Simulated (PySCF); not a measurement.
Pt(OH) (HOPt), SMILES [OH][Pt] (connectivity only; charge and spin as stated), neutral, multiplicity 2. Atoms are numbered in the order given.

```xyz
3

Pt    -0.0019    -0.1976     0.0000
O      0.1172     1.6734     0.0000
H     -0.7900     2.0224     0.0000
```
Charge 0, spin multiplicity 2.

The structure is a stationary point at B3LYP-D3(BJ)/def2-TZVPD. The spin state was assumed, not searched. The def2 effective core potentials stand for the cores of Pt; spin–orbit coupling is left out.

The numbers are results of TDA-PBE/def2-TZVPD run with PySCF, not measurements.

Vertical excitations. Isolated molecule, no solvent.

```csv
state,energy (eV),λ (nm),f,main pairs
root 1,0.21,5836,0.000,β HOMO→LUMO 98 %
root 2,0.43,2871,0.000,β HOMO−1→LUMO 98 %
root 3,0.50,2490,0.000,β HOMO−2→LUMO 89 %
root 4,0.72,1717,0.000,β HOMO−3→LUMO 90 %
root 5,1.41,879,0.000,"α HOMO→LUMO 64 %, β HOMO→LUMO+1 32 %"
root 6,1.72,720,0.000,"α HOMO−2→LUMO 26 %, α HOMO−3→LUMO 23 %, β HOMO−2→LUMO+1 27 %, β HOMO−3→LUMO+1 22 %"
root 7,1.76,705,0.000,"α HOMO−1→LUMO 60 %, β HOMO−1→LUMO+1 39 %"
root 8,1.92,647,0.001,"α HOMO−3→LUMO 22 %, α HOMO−2→LUMO 15 %, β HOMO−3→LUMO+1 25 %, β HOMO−2→LUMO+1 24 %, β HOMO→LUMO+1 13 %"
root 9,1.96,634,0.002,"α HOMO→LUMO 23 %, α HOMO−2→LUMO 22 %, α HOMO−3→LUMO 8 %, β HOMO→LUMO+1 45 %"
root 10,2.04,608,0.000,"α HOMO−1→LUMO 39 %, β HOMO−1→LUMO+1 60 %"
```
Unrestricted roots are not spin-pure.
